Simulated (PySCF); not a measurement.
## Deuteron quadrupole couplings in `Cc1ncnnc1CO[SiH3]`

C5H9N3OSi.
Z-matrix (Å and degrees, GFN2-xTB geometry), rows numbered from 1:
```
C 
C   1  1.4857
N   2  1.3230  1  118.38
C   3  1.3286  2  116.53  1  -178.48
N   4  1.3144  3  125.82  2     0.82
N   5  1.3056  4  118.46  3    -1.92
C   6  1.3194  5  120.12  4     1.06
C   7  1.5009  2  122.83  1    -3.94
O   8  1.3965  7  111.88  2   -58.92
Si  9  1.6272  8  128.21  7   -61.46
H   1  1.0900  2  109.69  3   113.99
H   1  1.0878  2  110.10  3  -127.61
H   1  1.0862  2  109.58  3    -6.02
H   4  1.0814  3  117.16  2  -179.69
H   8  1.0953  7  108.11  2   178.99
H   8  1.0969  7  109.86  2    60.04
H  10  1.4669  9  111.41  8    61.70
H  10  1.4617  9  111.36  8   -59.74
H  10  1.4533  9   97.43  8   179.74
```

Level: PBE0/pcSseg-1 (PySCF, non-relativistic); Q(2H) = 0.00286 b; rigid geometry, the same for H and D, with no vibrational averaging.

Question: Rank these positions by the coupling χzz of a deuteron there, largest first.
A. H16 (methylene hydrogen)
B. H19 (Si–H hydrogen)
C. H13 (methyl hydrogen)
D. H17 (Si–H hydrogen)

Answer: C (209 kHz), A (192 kHz), B (113 kHz), D (105 kHz).

Question: Tabulate Vzz, the asymmetry η and χzz = 234.96 MHz × Q × Vzz for every hydrogen position.

Answer: 
```json
{"atom": "H11", "bonded to": "C1", "bond length (Å)": "1.090", "Vzz (au)": "0.3100", "η": "0.04", "χzz (kHz)": "208"}
{"atom": "H12", "bonded to": "C1", "bond length (Å)": "1.088", "Vzz (au)": "0.3072", "η": "0.04", "χzz (kHz)": "206"}
{"atom": "H13", "bonded to": "C1", "bond length (Å)": "1.086", "Vzz (au)": "0.3117", "η": "0.02", "χzz (kHz)": "209"}
{"atom": "H14", "bonded to": "C4", "bond length (Å)": "1.081", "Vzz (au)": "0.3159", "η": "0.05", "χzz (kHz)": "212"}
{"atom": "H15", "bonded to": "C8", "bond length (Å)": "1.095", "Vzz (au)": "0.2847", "η": "0.07", "χzz (kHz)": "191"}
{"atom": "H16", "bonded to": "C8", "bond length (Å)": "1.097", "Vzz (au)": "0.2862", "η": "0.04", "χzz (kHz)": "192"}
{"atom": "H17", "bonded to": "Si10", "bond length (Å)": "1.467", "Vzz (au)": "0.1562", "η": "0.05", "χzz (kHz)": "105"}
{"atom": "H18", "bonded to": "Si10", "bond length (Å)": "1.462", "Vzz (au)": "0.1598", "η": "0.04", "χzz (kHz)": "107"}
{"atom": "H19", "bonded to": "Si10", "bond length (Å)": "1.453", "Vzz (au)": "0.1683", "η": "0.01", "χzz (kHz)": "113"}
```

Question: Average by the element that carries the hydrogen.

Answer: on C: 203 kHz over 6 positions, mean bond length 1.090 Å; on Si: 108 kHz over 3 positions, mean bond length 1.461 Å.

Question: How does χzz go with the bond length over the 6 C–H bonds?

Answer: A straight-line fit has a slope of -14.7 kHz for each 0.01 Å, with a correlation coefficient of -0.93, over lengths from 1.081 to 1.097 Å. The longer bonds have the smaller couplings here.

Question: Give the 2H NMR doublet splittings at H11 for a magnetic field along the z, y and x axes of the gradient: 3χ/2, 3χ(1 + η)/4, 3χ(1 − η)/4.

Answer: With |χ| = 208.3 kHz and η = 0.041: 312, 163 and 150 kHz, to first order and without motion.

One conformer (not necessarily the lowest) at the GFN2-xTB geometry, without solvent, vibrations or thermal averaging. GFN2-xTB bond lengths can be off by several hundredths of an ångström, more for odd bonds, and the gradients follow them. The basis is small and wasn't made for field gradients, so the couplings can be 20 % off.
